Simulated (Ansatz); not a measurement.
Basis-set series for `Cl[SiH]1C[SiH2]1`. Charge 0, multiplicity 1. The geometry is a stationary point of PBE0-D4/def2-TZVP.

```tsv
atom	x (Å)	y (Å)	z (Å)
Cl1	-2.124	1.295	-1.394
Si2	-0.235	0.593	-1.013
C3	-0.124	-0.988	-0.008
Si4	0.586	0.425	1.067
H5	0.589	0.677	-2.238
H6	0.555	-1.762	-0.359
H7	-1.060	-1.417	0.348
H8	-0.228	0.789	2.249
H9	2.041	0.387	1.348
```

```
functional       basis  functions  energy (Eh)  HOMO (eV)  LUMO (eV)
   PBE0-D4    def2-SVP         93  -1079.51139      -6.84      -0.44
   PBE0-D4  def2-TZVPP        227  -1079.92075      -6.84      -0.64
   ωB97M-V    def2-SVP         93  -1079.85357      -8.79       1.56
   ωB97M-V  def2-TZVPP        227  -1080.26440      -8.83       1.24
```

Task: Give the rows for def2-QZVPP. (Best estimate.)

Result: The calculation gave: 
| functional | basis | functions | energy (Eh) | HOMO (eV) | LUMO (eV) |
| --- | --- | --- | --- | --- | --- |
| PBE0-D4 | def2-QZVPP | 417 | -1079.95595 | -6.85 | -0.72 |
| ωB97M-V | def2-QZVPP | 417 | -1080.29756 | -8.85 | 1.02 |

Positive LUMOs are unbound and depend on the basis.

All numbers were calculated with Ansatz.
